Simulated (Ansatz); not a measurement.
Ansatz results at the PBE0-D4/def2-TZVP geometry: HOMO energy (PBE/def2-TZVPP) -5.37 eV; HOMO energy (PBE0/def2-TZVPP) -6.35 eV; HOMO–LUMO gap (B3LYP/def2-TZVPP) 6.01 eV.

Q: Which molecule gave them?
A. `C=C[SiH2][GeH3]`
B. `C[SiH]1[CH2][GeH2]1`
C. `C=[CH][GeH2][SiH3]`
D. `C[Si](C)(F)[GaH2]`

A: B. The others give `C[Si](C)(F)[GaH2]`: -6.04, -7.15, 4.66; `C=[CH][GeH2][SiH3]`: -6.53, -7.58, 6.71; `C=C[SiH2][GeH3]`: -6.56, -7.60, 6.52.

B3LYP here is the variant with VWN-RPA as its local correlation; programs differ in this.
